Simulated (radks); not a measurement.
Species: Sm VIII. Configuration: [Kr] 4d10 4f4 5s2 5p3 (the NIST ground configuration).

Method: Dirac Kohn-Sham, PBEsol, spin-unpolarised, spherical densities, point nucleus; open shells fill j = l - 1/2 first; computed with a radial shooting solver on a logarithmic mesh with Libxc functionals.

Energy parts (hartree):
part                       energy
total                 -10418.4752
kinetic                11299.1547
electron-nucleus      -25326.1703
Hartree                 3837.5790
exchange-correlation    -229.0387

Orbitals (lengths in bohr, moments of r in powers of bohr; r(90%) holds 90 % of the orbital's charge):
| orbital | occ. | eigenvalue (hartree) | <1/r> | r(90%) | <r^4> | small-component weight |
|---|---|---|---|---|---|---|
| 1s1/2 | 2 | -1716.873 | 68.81 | 0.0411 | 1.318e-06 | 5.31e-02 |
| 2s1/2 | 2 | -283.6529 | 16.35 | 0.150 | 0.0002116 | 1.17e-02 |
| 2p1/2 | 2 | -269.0754 | 16.33 | 0.133 | 0.0001316 | 1.17e-02 |
| 2p3/2 | 4 | -246.9359 | 14.56 | 0.142 | 0.0001697 | 1.09e-02 |
| 3s1/2 | 2 | -65.17210 | 5.942 | 0.374 | 0.008340 | 3.65e-03 |
| 3p1/2 | 2 | -58.89976 | 5.857 | 0.367 | 0.007636 | 3.60e-03 |
| 3p3/2 | 4 | -54.41765 | 5.410 | 0.385 | 0.009241 | 3.37e-03 |
| 3d3/2 | 4 | -43.53453 | 5.285 | 0.357 | 0.006801 | 3.25e-03 |
| 3d5/2 | 6 | -42.56102 | 5.173 | 0.363 | 0.007215 | 3.19e-03 |
| 4s1/2 | 2 | -15.97592 | 2.488 | 0.828 | 0.2048 | 1.16e-03 |
| 4p1/2 | 2 | -13.56521 | 2.385 | 0.858 | 0.2337 | 1.09e-03 |
| 4p3/2 | 4 | -12.56634 | 2.235 | 0.898 | 0.2810 | 1.01e-03 |
| 4d3/2 | 4 | -8.58866 | 2.025 | 0.982 | 0.3962 | 8.61e-04 |
| 4d5/2 | 6 | -8.40753 | 1.989 | 0.996 | 0.4195 | 8.40e-04 |
| 4f5/2 | 4 | -3.73052 | 1.556 | 1.31 | 1.262 | 5.39e-04 |
| 4f7/2 | 0 | -3.70481 | 1.544 | 1.32 | 1.297 | 5.32e-04 |
| 5s1/2 | 2 | -4.87260 | 1.042 | 1.82 | 4.819 | 3.03e-04 |
| 5p1/2 | 2 | -4.12077 | 0.9600 | 1.97 | 6.559 | 2.65e-04 |
| 5p3/2 | 1 | -3.93064 | 0.9142 | 2.05 | 7.666 | 2.48e-04 |

The highest occupied level is 4f5/2 at -101.51 eV. The density falls to 0.001 e/bohr^3 at r = 2.78 bohr.
